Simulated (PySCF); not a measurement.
Positional isomers: styrene fluoro+silyl. All species are isolated molecules in the gas phase. One relaxed conformer stands for each flexible species; it need not be the lowest. Strings in code marks are SMILES.

The four lowest singlet excitations (Tamm–Dancoff). All values below come from PBE-D3(BJ)/def2-TZVP // PBE0-D3(BJ)/def2-SVP run with PySCF. Excitations are Tamm–Dancoff values on a coarser integration grid. The basis has no diffuse functions, so Rydberg states are missing or too high.

```tsv
state	energy (eV)	wavelength (nm)	oscillator strength
S1	4.51	275	0.019
S2	4.65	266	0.213
S3	5.18	239	0.031
S4	5.46	227	0.122
```

Question: Name which member gives these states.
(A) `C=Cc1cc([SiH3])ccc1F` (C–C–C–C torsion 3°)
(B) `C=C([SiH3])c1ccc(F)cc1` (Si–C–C–C torsion 33°)
(C) `C=Cc1ccc(F)c([SiH3])c1` (C–C–C–C torsion 1°)
(D) `C=Cc1ccc(F)cc1[SiH3]` (C–C–C–C torsion 20°)

Answer: B, `C=C([SiH3])c1ccc(F)cc1` (Si–C–C–C torsion 33°)
